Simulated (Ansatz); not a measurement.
Ideal-gas functions of GaH$_{3}$OS, SMILES `[OH][GaH][SH]` at 500 K and 1 bar, from an Ansatz frequency run at PBE0-D4/def2-TZVP.

Molar mass 120.81 g/mol, point group Cs (symmetry number 1), electronic degeneracy 1, moments of inertia 34.516, 149.659, 184.175 u Å². Harmonic wavenumbers (cm⁻¹, unscaled): 151, 290, 347, 417, 483, 562, 697, 710, 839, 2021, 2708, 3903.

Use S(trans) = R[1.5 ln M + 2.5 ln T − 1.1517]; rotational temperatures θ = 24.2544 K / I; S(rot) = R[ln(√π/σ · √(T³/θAθBθC)) + 1.5]; for each mode x = 1.438777 ν̃/T, S = R[x/(eˣ − 1) − ln(1 − e⁻ˣ)] and H = RT x/(eˣ − 1); 1 cm⁻¹ = 0.0119627 kJ/mol; R = 8.31446 J/(mol·K).

**Question.** By hand: the entropy, in J/(mol·K).

**Answer.** Translation 179.4. Rotation: θ = 0.7027, 0.1621, 0.1317 K, giving 112.2. Vibration, mode by mode: 15.31, 10.06, 8.66, 7.28, 6.22, 5.17, 3.79, 3.68, 2.75, 0.17, 0.03, 0.00, in all 63.1. Electronic 0.0. Sum 354.7 J/(mol·K).

**Question.** By hand: H − E and G − E in kJ/mol, counted from the electronic energy.

**Answer.** Zero-point energy ½ × 13128 × 0.0119627 = 78.5; thermal vibration 17.8; translation, rotation and pV give 4 RT = 16.6. H − E = 112.9 kJ/mol, and G − E = 112.9 − 500 × 354.7/1000 = -64.4 kJ/mol.

Vibration gives 18 % of the entropy. The sum counts one conformer and one mirror image; others add a mixing term.
